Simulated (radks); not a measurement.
Results of a calculation; reference values are marked as such.
Ionisation of Sc, [Ar] 3d1 4s2, to Sc+, [Ar] 3d1 4s1, under several functionals. Scalar-relativistic Kohn-Sham, spin-unpolarised, spherical densities, finite nucleus; a radial shooting solver on a logarithmic mesh with Libxc functionals.

functional                                      E(Sc) (hartree)  Exc (hartree)  IE (eV)  -e(HOMO) (eV)  <r> HOMO (bohr)  IE error (eV)
exchange-only r2SCAN                                 -763.39483      -38.18480    6.298          2.015            1.916         -0.263
revPBE                                               -764.17861      -39.00007    6.834          3.187            1.871         +0.273
LDA (Slater exchange, Perdew-Wang correlation)       -762.31844      -37.09377    7.061          3.426            1.855         +0.500
PBE                                                  -764.05496      -38.87269    6.897          3.233            1.869         +0.335
exchange-only LDA                                    -760.64536      -35.37711    6.173          2.317            1.922         -0.388
exchange-only B88                                    -763.42173      -38.21984    6.293          2.434            1.917         -0.269

NIST Atomic Spectra Database: 6.561 eV (measured). Closest: exchange-only r2SCAN. The Delta-SCF values span 0.89 eV, the total energies 3.53 hartree. The highest occupied level is 3d. Spin polarisation and multiplet splitting are left out, so open shells lie too high by an amount that depends on their filling.

Beside tabulated values, note that spin-unpolarised runs miss the spin-polarisation part of the exchange energy of open shells.
